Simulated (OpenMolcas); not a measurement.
**C: effect of the level shift or regulariser**

```yaml
Program: OpenMolcas
Basis: ANO-L-VTZP [4s3p2d1f]
Scalar_Hamiltonian: non-relativistic, point nucleus
Active_space: 4 electrons in 4 orbitals (2s 2p)
State_averaging: 2S+1 = 3 even, 3 roots; 2S+1 = 1 even, 6 roots; 2S+1 = 5 odd, 1 root; 2S+1 = 3 odd, 8 roots
Spin-orbit_coupling: RASSI with atomic mean-field integrals over the reference wave functions, term energies averaged over their components
```

Methods on the same reference wave functions:
A. CASSCF
B. SS-CASPT2, IPEA 0.25 Eh, imaginary shift 0.1 Eh (closed shells correlated: 1s)
C. SS-CASPT2, IPEA 0.25 Eh, sigma2 regulariser 0.3 Eh (closed shells correlated: 1s)

Energies in cm-1 above 2s2 2p2 3P0, the measured ground level; measured values from NIST Handbook of Basic Atomic Spectroscopic Data.

```csv
Level,A,B,C,Measured
2s2 2p2 3P0,0.0,0.0,0.0,0.0
2s2 2p2 3P1,15.0,15.0,15.0,16.4
2s2 2p2 3P2,44.9,44.9,44.9,43.4
2s2 2p2 1D2,12769,10140,10140,10193
2s2 2p2 1S0,21159,20550,20680,21648
2s 2p3 5S* 2,23440,30150,30160,33735
2s 2p3 3D* 2,68484,61410,62650,64091
2s 2p3 3D* 1,68484,61410,62650,64090
2s 2p3 3D* 3,68484,61410,62650,64087
2s 2p3 3P* 0,81002,75510,76400,75256
2s 2p3 3P* 1,81002,75510,76400,75254
2s 2p3 3P* 2,81002,75510,76400,75255
```

Deviations, from unrounded energies. A percentage is the sum of absolute deviations over the sum of measured energies, with the sign that they share, or ± where signs differ.

```
                        Against measurement  Levels     A     B     C
             mean absolute deviation (cm-1)      11  4000  1200  1100
      fine structure of the ground term (%)       2  ±4.8  ±4.8  ±4.8
other terms of the ground configuration (%)       2  ±9.6  -3.6  -3.2
                   other configurations (%)       7  ±9.0  ±2.7  ±2.5
```

C lies closest to measurement on these levels and A furthest from it. The largest miss of C in the table is 2s 2p3 5S* 2, by -3600 cm-1. The ranking rests on the paired levels alone, and a cruder setting can come out closer through cancelling errors.

Between B and C the level of the table that moves most is 2s 2p3 3D* 3, by 1200 cm-1 (lowest in B, highest in C). Moves below CASPT2's spread within the term are not significant.

The mean deviations of B to C differ by less than CASPT2's widest spread within a term (320 cm-1), so their order carries little weight.

From A to B the spin-free energies of the other terms of 2s2 2p2 shown, above 3P, scale by factors of 0.79 to 0.97.

The lowest spin-free term lies below A's lowest term by 0.063 hartree in B, 0.063 hartree in C.

Term energies are means over components that CASPT2 splits; among the terms shown or strongly mixed into the levels shown the widest spread is 320 cm-1 (2s 2p3 3D*, C). Over all roots computed the reference weight is 0.92 to 0.99 in B; the roots of lowest weight are the least certain, and an intruder state may touch them. Without dynamic correlation excited terms often stand tens of per cent too high (terms of higher spin than the ground term too low), and those without a measured partner can miss by more than the paired ones (holds for A). Measured partners are found by configuration, term and J. A level has none where our copy of the source lacks it or the pairing is in doubt (some pairs that miss far off the trend of their configuration count as doubtful), and it then counts in no deviation. Only configurations of the active space appear.

* marks odd parity.
